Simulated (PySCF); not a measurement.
Tin: a sound run and one with changed settings

Sound run: Sn⁺ [Kr] 4d10 5s2 5p1, Sn²⁺ [Kr] 4d10 5s2. Computed with PySCF 2.14 in cc-pVDZ-PP with ECP28MDF (4s3p2d, 23 functions), with scalar relativity through the core potential. The sound run starts from symmetry-adapted Hartree-Fock orbitals and uses a fine grid where one is needed.

Changed run: 6 angular points. This setting is unsound on purpose.

| species | method | sound run (hartree) | changed run (hartree) | converged |
| --- | --- | --- | --- | --- |
| Sn⁺ | UHF | -213.08277 | -213.08277 | yes |
| Sn⁺ | PBE | -213.97602 | -214.53157 | yes |
| Sn⁺ | r2SCAN | -214.05173 | -214.85604 | yes |
| Sn²⁺ | UHF | -212.57873 | -212.57873 | yes |
| Sn²⁺ | PBE | -213.45383 | -213.94907 | yes |
| Sn²⁺ | r2SCAN | -213.52404 | -214.21918 | yes |

Ionisation energy of Sn⁺:

```
method  sound run (eV)  changed run (eV)
   UHF          13.716            13.716
   PBE          14.210            15.850
r2SCAN          14.359            17.330
```

A coarse angular grid integrates products of high-l functions wrongly, so density functionals can shift, and the SCF can exploit the error; Hartree-Fock and MP2 need no grid.

For comparison, NIST gives 14.633 eV between the lowest levels.
